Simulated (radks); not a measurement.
Fractional charge and spin in the 4d shell of cadmium: the spin-up occupation runs from 4 to 5 and the spin-down occupation from 4 to 5; the fullest corner is Cd+, [Kr] 5s(up 0.5, down 0.5) 4d(up 5, down 5). Calculated with a radial shooting solver on a logarithmic mesh with Libxc functionals: scalar-relativistic Kohn-Sham, r2SCAN, spin-polarised, spherical densities, finite nucleus; meta-GGA in the generalised Kohn-Sham scheme; Fermi nuclear charge, rms radius of each element as measured or else 0.836 A^(1/3) + 0.57 fm. Energy (eV) minus the two flat planes that join the four corners (they meet along the diagonal where the two added fractions sum to one electron); zero is where a piecewise linear energy would lie.

down \ up       4    4.25     4.5    4.75       5
4           0.000  -1.440  -1.908  -1.422   0.000
4.25       -1.440  -1.841  -1.290   0.195  -1.303
4.5        -1.908  -1.290   0.259  -1.176  -1.722
4.75       -1.422   0.195  -1.176  -1.660  -1.280
5           0.000  -1.303  -1.722  -1.280   0.000

Corners above the fullest one (they belong to Cd2+ and the next ion): (up 5, down 4) 27.700 eV, (up 4, down 5) 27.700 eV, (up 4, down 4) 70.978 eV. With half an added electron in each spin the energy lies 0.259 eV from the planes, and with half an added electron in spin up alone -1.908 eV. The planes are only a guide here: the flat-plane condition holds for ground states with one frontier orbital, while this shell lies below other occupied shells, so the corners above the fullest one are inner-hole states and not the ground states of those ions.
